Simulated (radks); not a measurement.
Fractional charge and spin in the 4s shell of germanium: the spin-up occupation runs from 0 to 1 and the spin-down occupation from 0 to 1; the fullest corner is Ge, [Ar] 3d10 4p(up 1, down 1) 4s(up 1, down 1). All-electron calculation, scalar-relativistic Kohn-Sham, SCAN, spin-polarised, spherical densities, finite nucleus; meta-GGA in the generalised Kohn-Sham scheme; Fermi nuclear charge, rms radius of each element as measured or else 0.836 A^(1/3) + 0.57 fm. Program: a radial shooting solver on a logarithmic mesh with Libxc functionals. Energy (eV) minus the two flat planes that join the four corners (they meet along the diagonal where the two added fractions sum to one electron); zero is where a piecewise linear energy would lie.

| down \ up | 0 | 0.5 | 1 |
|---|---|---|---|
| 0 | 0.000 | -1.155 | 0.000 |
| 0.5 | -1.155 | 0.461 | -1.031 |
| 1 | 0.000 | -1.031 | 0.000 |

Corners above the fullest one (they belong to Ge+ and the next ion): (up 1, down 0) 16.046 eV, (up 0, down 1) 16.046 eV, (up 0, down 0) 42.649 eV. With half an added electron in each spin the energy lies 0.461 eV from the planes, and with half an added electron in spin up alone -1.155 eV. The planes are only a guide here: the flat-plane condition holds for ground states with one frontier orbital, while this shell lies below other occupied shells, so the corners above the fullest one are inner-hole states and not the ground states of those ions.
